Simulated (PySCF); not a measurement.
Simulated characterisation data

All values are calculated (PySCF): GFN2-xTB structure, shieldings: GIAO PBE0/pcSseg-1. One computed conformer, no relativistic terms, one averaged value for each set of equivalent atoms, no solvent.

References, each an isolated molecule treated in the same way: TMS for 1H (σ = 31.72 ppm), 13C (σ = 186.93 ppm). Splittings of carbon signals by F and P are missing where no couplings were computed. Where no couplings were computed, multiplicities follow the n + 1 count of equivalent neighbours, and m marks all less simple cases (inequivalent or close neighbours, rings, F or P nearby). Shifts are as computed. Against solution values, carbons near 30 ppm lie about +3 ppm off and those near 130 ppm about +5 ppm. Of 1309 compounds with measured shifts, 239 miss one by over three times the rms of a fit or turn the order of signals round; such compounds aren't used in these exercises.

**1.** `InChI=1S/C3H14OSi4/c5-1-3(7)4-8-2-6/h1H,2,8H2,5-7H3/b3-1-`. 1H NMR (400 MHz, computed): δ 5.28 (q, 1H), 5.19 (t, 2H), 4.26 (d, 3H), 4.16 (s, 3H), 4.08 (t, 3H), -0.11 (m, 2H). 13C{1H} NMR (computed): δ 176.4, 108.3, -9.5.

**2.** SMILES FC[SiH2]O[C@]12C[C@H]1C2, C$_{5}$H$_{9}$FOSi. 1H NMR (400 MHz, computed): δ 4.97 (m, 2H), 4.76 (m, 2H), 2.04 (m, 2H), 1.87 (m, 1H), 0.77 (m, 2H). 13C{1H} NMR (computed): δ 82.4, 54.0, 34.9, 6.6.
